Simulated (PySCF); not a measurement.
Gas-phase reaction: 3 Ga(CH₃)₂NH₂ + 2 C₃H₃ (propargyl) → 3 GaNH₂ + 4 C₃H₆ (cyclic). Level: PBE0/def2-QZVP†; standard pressure 1 bar.

Method: PySCF energies plus ideal-gas RRHO corrections (1 bar). † marks an energy on the PBE0/def2-TZVP geometry and frequencies. Open shells (unrestricted): C₃H₃ (propargyl) (multiplicity 2); the rest are closed-shell singlets. Ga: all electrons, no relativistic terms. Methyl groups turn as free rotors in Ga(CH₃)₂NH₂. Ga(CH₃)₂NH₂, GaNH₂: computed as isolated molecules; such fragments, hydroxides, amides, oligomers or adducts are transient or little studied in the gas. The harmonic model lacks anharmonicity and excited electronic states, which grow with temperature; levels with a mode under 35 cm⁻¹ are left out.

```tsv
T (K)	1000/T (1/K)	log10 K
1200	0.8333	7.80
1400	0.7143	7.04
1600	0.6250	6.45
1800	0.5556	?
2000	0.5000	5.59
2500	0.4000	4.87
```

### Question
Fit log10 K = a + b·(1000/T) to the five rows, get the mean ΔH° and ΔS°, and predict log10 K at 1800 K.

### Answer
Means: 1000/T = 0.6145, log10 K = 6.350. Sums of products about the means: Sxy = 0.79165, Sxx = 0.117064, so b = Sxy/Sxx = 6.76 and a = 6.350 − (6.76)×0.6145 = 2.20.
ΔH° = −R ln 10 × 1000 K × b = −19.145 × (6.76) = -129 kJ; ΔS° = R ln 10 × a = 42 J/K. The run's own values go from -121 kJ and 49 J/K at 1200 K to -141 kJ and 37 J/K at 2500 K.
Prediction at 1800 K: 2.20 + (6.76)×0.5556 = 5.96. The computed value is 5.98, 0.02 from the line.
For scale, ΔH°(298 K) is -78 kJ at this level, -68 kJ at ωB97M-V/def2-TZVP†, and runs from -134 to 46 kJ over the 18 levels computed.
